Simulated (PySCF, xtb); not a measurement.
4-fluoro-2,3-dihydrofuran (C4H5FO), SMILES FC1=COCC1.

GFN2-xTB run with xtb 6.7.1 at its own geometry gives an orbital gap of 4.68 eV and a dipole moment of 1.97 D.

Coordinates come from a PBE-D3(BJ)/def2-SVP optimisation. The geometry has at least one imaginary mode, so it is a saddle point at that level. Other conformers were not sampled.

What does PySCF with PBE/def2-TZVP give? (An estimate is asked for; the answer gives what the named calculation found.)

gap 4.49 eV (levels -4.78 and -0.29 eV), dipole 1.47 D.
